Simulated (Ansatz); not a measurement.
Basis sets compared for [Cu(H2O)3Br]+ (CuBrO₃H₆⁺). The state is a doublet with charge 1. Geometry PBE0-D4/def2-SVP. Ansatz on 4 threads of Intel Xeon on a shared host; times are rough, and most runs start from earlier orbitals.

```xyz
11

Cu   -0.243   -0.179    0.173
O     0.215   -1.762   -0.972
H    -0.530   -2.385   -0.894
H     1.005   -2.274   -0.735
O     1.155    0.872   -0.829
H     1.486    0.664   -1.713
H     1.645    1.633   -0.490
O    -0.615    1.463    1.261
H    -1.132    1.173    2.034
H    -1.129    2.176    0.854
Br   -1.856   -1.380    1.311
```

| level | functions | energy (Eh) | HOMO (eV) | LUMO (eV) | wall time |
| --- | --- | --- | --- | --- | --- |
| PBE-D4/def2-SVP | 135 | -4442.2021 | -10.20 | -9.64 | 2.2 s |
| PBE0-D4/def2-SVP | 135 | -4442.3034 | -11.50 | -8.47 | 3.4 s |

(1) Estimate the rows for PBE-D4/def2-TZVP (with forces), PBE0-D4/def2-TZVP.

## Answers

(1) 
```json
{"level": "PBE-D4/def2-TZVP (with forces)", "functions": "222", "energy (Eh)": "-4443.0369", "HOMO (eV)": "-10.43", "LUMO (eV)": "-9.81", "wall time": "3.8 s"}
{"level": "PBE0-D4/def2-TZVP", "functions": "222", "energy (Eh)": "-4443.1264", "HOMO (eV)": "-11.65", "LUMO (eV)": "-8.44", "wall time": "9 s"}
```
